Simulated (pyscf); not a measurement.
H₃C–CH₂–SiH: (SMILES CC[SiH]) [singlet] → C₂H₆Si (SMILES C1C[SiH2]1), a rearrangement (singlet surface; C–H broken, H–Si, C–Si formed). Single points on ωB97X-D3(BJ)/def2-SVP structures (PySCF, gas phase). MP2 and CC: frozen core, UHF for open shells. ΔMP2 is the change of the MP2 total energy from the triple- to the quadruple-zeta basis. Energies in kcal/mol from the reactant's lowest minimum found.

Small-basis levels: PySCF, no dispersion term, spherical d functions. 

Question: In single points MP2/6-31G* puts the saddle at 14.7 kcal/mol and the reaction energy at -14.4 kcal/mol. Should these be trusted to within a few kcal/mol? Compare with CCSD(T)/def2-TZVPP + ΔMP2(QZVPP).

Answer: CCSD(T)/def2-TZVPP + ΔMP2(QZVPP) gives ΔE‡ = 12.4 kcal/mol and ΔE = -14.3 kcal/mol. MP2/6-31G* lies 2.3 kcal/mol over it in the barrier and 0.2 kcal/mol under it in the reaction energy, so on this step it holds to within 3.0 kcal/mol. CCSD(T)/def2-TZVPP + ΔMP2(QZVPP) has limits of its own. H₃C–CH₂–SiH: [singlet] lies 20.7 kcal/mol over its isomer H₂C=CH–SiH₃ (electronic energy, ωB97M-D3(BJ)). cyclic C₂H₆Si (SMILES C1C[SiH2]1) lies 7.4 kcal/mol over its isomer H₂C=CH–SiH₃ (electronic energy, ωB97M-D3(BJ)). One saddle was located; it need not be the lowest between these sides. The CCSD(T) − MP2 part came from Ansatz, without density fitting, on the same reference.
